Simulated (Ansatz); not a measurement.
`[O]=[W](=[O])([F])[Cl]`, charge 0, multiplicity 1.

**Question.** Give a relaxed structure at PBE0-D4/def2-TZVP (Ansatz). (Estimate.)

**Answer.** The calculation gave: 
```xyz
5

O     0.257    1.652   -0.414
W     0.041    0.042    0.062
O     1.586   -0.619    0.259
F    -0.859   -0.006    1.677
Cl   -1.025   -1.069   -1.583
```
Point group Cs.
